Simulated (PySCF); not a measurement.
Vertical excitations of a molecule C₃H₉NSi₂ from PySCF with TDDFT-PBE/def2-SVPD, as energy in eV (oscillator strength): 6.26 (0.010), 6.58 (0.007), 6.82 (0.006), 6.90 (0.058), 6.99 (0.013), 7.06 (0.004), 7.15 (0.008), 7.18 (0.018), 7.25 (0.076), 7.33 (0.002). Lowest triplet (TDA): 5.79 eV. Geometry optimised at B3LYP-D3(BJ)/def2-SVP. One conformer was computed; it need not be the lowest.

**Question.** Which molecule gave these data?
A) [SiH3][C@H]1C=C[SiH2]N1
B) N#CCC[SiH2][SiH3]
C) N#CC[SiH2]C[SiH3]
D) CN[SiH2]C#C[SiH3]

**Answer.** B, N#CCC[SiH2][SiH3]
